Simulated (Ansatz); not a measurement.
**What each rung costs, and what it gives**

Saddle point of SiPH$_{7}$SO, closed shell (SiH₄SO ([OH][SiH2][SH]) + PH₃ → SiPH₅O ([OH][SiH2][PH2]) + H₂S; bonds formed: Si1–P7, S2–H6; bonds broken: Si1–S2, H6–P7), PBE0-D4/def2-TZVP structure:

```
11
angstrom
Si -0.9660 0.0153 0.0216
S 0.7140 -2.1264 0.5566
H -1.3985 -0.9220 -1.0364
H -1.2701 -0.1955 1.4457
O -1.7698 1.4437 -0.2880
H 1.7912 -0.5062 0.6483
P 1.2331 0.6035 -0.1940
H 0.5322 -1.9623 1.8762
H -2.0501 1.5998 -1.1907
H 1.5631 1.9795 -0.4040
H 1.6207 0.0705 -1.4351
```

Barriers are electronic and count from the start structure reached by relaxing down the imaginary mode.

Program: Ansatz 0.2.0. Basis: as named in each row. Cores are frozen in the correlated methods. B3LYP uses VWN-RPA correlation. Extrapolation: Hartree–Fock as exp(−7.88 √X), correlation as X^−2.97.

Times are rough, for one single point on 4 threads of a shared host (Arm Neoverse V2).

The estimate by CCSD(T) at an estimated basis limit (MP2 extrapolated from triple and quadruple zeta, plus CCSD(T) − MP2 in triple zeta) is 47.03 kcal/mol.

```csv
method,basis,time (s),barrier (kcal/mol),method less estimate
HF,STO-3G,under 1,107.47,60.44
PBE-D4,STO-3G,under 1,61.45,14.42
SPW92,def2-SVP,under 1,32.09,-14.94
B3LYP-D4,6-31G,under 1,41.27,-5.75
PBE-D4,def2-SVP,under 1,37.58,-9.45
PBE0-D4,def2-SVP,under 1,42.50,-4.52
SPW92,def2-TZVPP,1,30.93,-16.10
PBE-D4,def2-TZVPP,2,36.36,-10.67
BLYP-D4,def2-TZVPP,2,41.10,-5.93
B3LYP-D4,def2-TZVPP,2,44.91,-2.11
BHLYP-D4,def2-TZVPP,2,50.50,3.47
CCSD(T),def2-SVP,3,55.64,8.61
PBE0-D4,def2-TZVPP,3,41.26,-5.76
CAM-B3LYP-D4,def2-TZVPP,3,48.81,1.78
r2SCAN-D4,def2-TZVPP,4,40.77,-6.26
wB97M-V,def2-SVP,4,50.15,3.13
r2SCAN0-D4,def2-TZVPP,4,44.14,-2.89
RPA on PBE,def2-TZVPP,4,49.56,2.54
PBE-QIDH,def2-TZVPP,5,45.68,-1.35
B2PLYP,def2-TZVPP,6,47.60,0.58
wB97X-V,def2-TZVPP,7,49.07,2.04
B97M-V,def2-TZVPP,8,46.48,-0.55
wB97M-V,def2-TZVPP,8,48.88,1.86
MP2,def2-QZVPP,22,46.39,-0.64
CCSD(T),def2-TZVPP,110,49.49,2.46
```

All methods are single points on the PBE0-D4 structures.

T1 diagnostic: at most 0.016.

Labels in which every atom is bracketed show which atoms are joined, not bond orders.
